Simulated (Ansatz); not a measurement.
Triethylgallium (TEGa), C₆H₁₅Ga, relaxed with RKS PBE0-D4/def2-TZVP in Ansatz 0.2.0 from a PBE-D4/def2-SVP geometry. The force threshold is 0.005 eV/Å; the program also tests the step.

The species carries charge 0 and has multiplicity 1.

Start:

```xyz
22

C     0.937   -2.798   -0.315
C     1.263   -1.373   -0.783
Ga   -0.057    0.035   -0.254
C     0.512    1.950   -0.146
C     2.002    2.186    0.134
C    -1.969   -0.460    0.068
C    -2.765    0.508    0.953
H    -0.063   -3.131   -0.666
H     1.674   -3.546   -0.681
H     0.926   -2.876    0.793
H     1.315   -1.334   -1.897
H     2.274   -1.060   -0.441
H    -0.125    2.468    0.604
H     0.225    2.405   -1.124
H     2.271    3.265    0.133
H     2.304    1.782    1.124
H     2.650    1.690   -0.620
H    -2.004   -1.496    0.472
H    -2.435   -0.535   -0.943
H    -3.832    0.212    1.056
H    -2.349    0.565    1.981
H    -2.755    1.543    0.549
```

Question: By how much does the energy fall, and how many steps does the optimiser take? (Best estimate.)

Answer: Ansatz gave: 0.10 eV, in 22 steps, 4 of them rejected.

Question: Which bonds change most? (An estimate is asked.)

Answer: The calculation gave: C2–H11 from 1.116 to 1.097 Å; C4–H14 from 1.116 to 1.097 Å; C6–H19 from 1.116 to 1.097 Å; C1–H10 from 1.111 to 1.094 Å.

Question: Give the relaxed structure. (Estimate.)

Answer: The calculation gave: 
```xyz
22

C     0.842   -2.805   -0.569
C     1.350   -1.370   -0.492
Ga   -0.001    0.001   -0.004
C     0.528    1.909    0.140
C     1.996    2.213   -0.135
C    -1.881   -0.537    0.339
C    -2.835    0.590    0.717
H     0.046   -2.912   -1.311
H     1.633   -3.511   -0.842
H     0.428   -3.139    0.386
H     1.794   -1.066   -1.448
H     2.173   -1.291    0.230
H     0.244    2.253    1.142
H    -0.118    2.479   -0.540
H     2.224    3.280   -0.041
H     2.655    1.681    0.556
H     2.289    1.910   -1.144
H    -1.865   -1.307    1.120
H    -2.239   -1.062   -0.556
H    -3.854    0.230    0.892
H    -2.514    1.103    1.628
H    -2.893    1.350   -0.067
```
